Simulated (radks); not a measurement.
Question: Valence configurations of Au IV (all share [Xe]). Calculated with a radial shooting solver on a logarithmic mesh with Libxc functionals: Dirac Kohn-Sham, PBE, spin-unpolarised, spherical densities, point nucleus; open shells fill j = l - 1/2 first. Order these by energy: 4f14 5d8; 4f13 5d8 6p1; 4f13 5d8 6s1; 4f13.5 5d7.5 6p1; 4f14 5d7 6p1; 4f13 5d9; 4f13.5 5d7.5 6s0.5 6p0.5; 4f13.5 5d7 6s1 6p0.5; 4f14 5d7.5 6p0.5; 4f13.5 5d8 6p0.5.

Answer: From the lowest, in eV above it: 4f14 5d8 0.000; 4f14 5d7.5 6p0.5 7.543; 4f14 5d7 6p1 15.604; 4f13.5 5d8 6p0.5 47.066; 4f13.5 5d7.5 6s0.5 6p0.5 51.254; 4f13.5 5d7.5 6p1 55.502; 4f13.5 5d7 6s1 6p0.5 55.794; 4f13 5d9 80.900; 4f13 5d8 6s1 89.428; 4f13 5d8 6p1 97.980. NIST lists [Xe] 4f14 5d8 as the ground configuration; this level of theory agrees among the configurations tried. The energies are those of spherical spin-averaged densities, not of single terms.
